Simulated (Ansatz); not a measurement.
```yaml
crystal:
  periodic: [false, false, false]
  atoms:
    - {symbol: N, position_ang: [-0.662834, 1.447738, -0.601598]}
    - {symbol: In, position_ang: [0.223543, -0.169714, 0.201156]}
    - {symbol: O, position_ang: [1.910103, 0.187730, 1.176274]}
    - {symbol: S, position_ang: [-0.674918, -2.371904, 0.241972]}
    - {symbol: H, position_ang: [-1.239740, 1.288091, -1.414947]}
    - {symbol: H, position_ang: [-0.039778, 2.221862, -0.787461]}
    - {symbol: H, position_ang: [2.259975, -0.583744, 1.627060]}
    - {symbol: H, position_ang: [-1.776351, -2.020050, -0.442466]}
basis:
  gaussian: {orbitals: def2-TZVP}
hamiltonian: {xc: {name: r2SCAN0}, dispersion: d3bj, pseudopotentials: {relativity: scalar}}
outputs: {forces: true}
```

```sh
$ ansatz run in.yaml --threads 4 --pin off --events-out ev --progress --plain --max-ram 10444MiB
```

It prints (some lines left out):

```
Error: YAML parse error: error: line 15 column 1: unknown field `outputs`, expected one of crystal, accuracy, basis, kpoints, hamiltonian, magnetization, projection, total_charge, correlation, batch, efield, external_charges, scf, relax, neb, saddle, md, ramp, phonons, dielectric, real_time, elastic, magnetic_configurations, gw, evaluate, workflow, output, checkpoint, execution
13 |   gaussian: {orbitals: def2-TZVP}
14 | hamiltonian: {xc: {name: r2SCAN0}, dispersion: d3bj, pseudopotent…
15 | outputs: {forces: true}
```

What is wrong with this run?

The input holds a key that doesn't belong there. The program refused the input.
